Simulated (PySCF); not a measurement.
Calculation: TPSSh-D3(BJ)/def2-TZVP // CAM-B3LYP-D3(BJ)/def2-TZVP (PySCF). Isolated molecules, 0 K electronic values unless said otherwise. One relaxed conformer stands for a flexible species; it need not be the lowest. Excitations are Tamm–Dancoff values on a coarser integration grid. The basis has no diffuse functions, so Rydberg states are missing or too high.

Reference species (SMILES): `[In]([SH])([SH])[SH]` (neutral, multiplicity 1).

| Item | Value |
|---|---|
| S1–T1 gap (TDA) | 0.29 eV |
| LUMO | -2.11 eV |

Changed species: `[OH][In]([OH])[SH]` (1 of 3 OH replaced by SH; the reference has 3 of 3 OH replaced by SH).

**Question.** What does the change do to the S1–T1 gap (TDA) and LUMO?

**Answer.** the S1–T1 gap (TDA) goes up by 0.05 eV, to 0.34 eV; the LUMO drops by 0.07 eV, to -2.18 eV.
